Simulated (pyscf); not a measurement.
O=V(OH)(OH)–OH (SMILES [O]=[V]([OH])([OH])[OH]), singlet

Gas-phase minimum from PySCF at ωB97X-D3(BJ)/def2-SVP, one conformer. 

SMILES: [OH][V]([OH])(=[O])[OH]
```xyz
8

O     -1.3131    -0.2869     1.9141
V     -0.4403    -0.7297     0.7240
O      0.6289    -2.0151     1.2484
O     -1.4812    -1.3044    -0.5633
O      0.4986     0.6411     0.1676
H      0.6229    -2.3450     2.1551
H     -2.4418    -1.3167    -0.4732
H      0.4266     1.5086     0.5840
```
Charge 0, spin multiplicity 1.

Bond lengths (Å): O1–V2 1.541, V2–O3 1.752, V2–O4 1.752, V2–O5 1.752, O3–H6 0.965, O4–H7 0.965, O5–H8 0.965. Angles (°): O1–V2–O3 109.0, O1–V2–O4 109.0, O1–V2–O5 108.9, O3–V2–O4 110.0, O3–V2–O5 110.0, O4–V2–O5 110.0, V2–O3–H6 121.9, V2–O4–H7 121.8, V2–O5–H8 121.8.

Properties at ωB97X-D3(BJ)/def2-SVP:

```json
{
  "harmonic_wavenumbers_unscaled": "248, 248, 263, 263, 271, 301, 387, 387, 646, 648, 671, 765, 838, 839, 1204, 3909, 3909, 3917 cm⁻¹",
  "zero_point_energy": "28.2 kcal/mol",
  "rotational_symmetry_number": "3",
  "Entropy of this conformer at 298 K and 1 atm, rigid rotor and harmonic oscillator, modes under 100 cm⁻¹ raised to 100": "325.4 J/(mol K)",
  "dipole_moment": "2.05 D"
}
```

Single-point totals, which compare only within one level:

```
level                   total energy (hartree)
----------------------  ----------------------
ωB97X-D3(BJ)/def2-TZVP             -1247.00690
PBE/def2-TZVP                      -1246.52394
r²SCAN/def2-TZVP                   -1246.87413
B3LYP-D3(BJ)/def2-TZVP             -1247.04370
PBE0-D3(BJ)/def2-TZVP              -1246.47899
M06-2X/def2-TZVP                   -1246.79820
ωB97M-D3(BJ)/def2-TZVP             -1247.08303
```
